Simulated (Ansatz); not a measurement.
`CO[SiH](S)Cl` → CH₃OH + `S[Si]Cl` at 700 K and 1 bar (silylene formation by 1,1-elimination).

Calculated with Ansatz (gas phase, PBE0-D4/def2-TZVP geometries, no zero-point term in ΔE). CCSD(T)/CBS adds triple-zeta CCSD(T) − MP2 to the extrapolated MP2 energy (def2 sets, frozen cores). This one scheme is used for every species. One conformer a species, not always the lowest.

```csv
species,CCSD(T)/CBS energy (Eh),H − E (kJ/mol),S (J/(mol·K))
`CO[SiH](S)Cl`,-1262.98502,245.9,491.1
CH₃OH,-115.61712,170.8,288.5
`S[Si]Cl`,-1147.27659,71.2,350.8
```

H − E and S are ideal-gas, rigid-rotor, harmonic terms from PBE0-D4/def2-TZVP, for one conformer and one mirror image of each species. 1 Eh = 2625.50 kJ/mol, R = 8.31446 J/(mol·K).

By hand: ΔE, ΔH, ΔS and ΔG.

ΔE = (-115.61712) + (-1147.27659) − (-1262.98502) = 0.09131 Eh = 239.7 kJ/mol. Δ(H − E) = 170.8 + 71.2 − 245.9 = -3.9, so ΔH = 235.8 kJ/mol. ΔS = 288.5 + 350.8 − 491.1 = 148.2 J/(mol·K). ΔG = 235.8 − 700 × (148.2)/1000 = 132.1 kJ/mol.

By hand: the equilibrium constant, and the temperature at which ΔG would vanish if ΔH and ΔS stayed fixed.

log₁₀ K = −ΔG/(RT ln 10) = -9.9. ΔG = 0 at ΔH/ΔS = 1591 K.

The number of gas molecules changes by +1, which sets the sign of ΔS. A doubt of 5 kJ/mol in ΔE shifts log₁₀ K by 0.4 here. Other conformers and mirror images would add mixing entropy, several J/(mol·K) or more a flexible species. These are equilibria of isolated gas molecules and say nothing of rates. Largest T1 diagnostic: 0.014 (customary marks: 0.02 for closed shells, 0.045 for open ones).
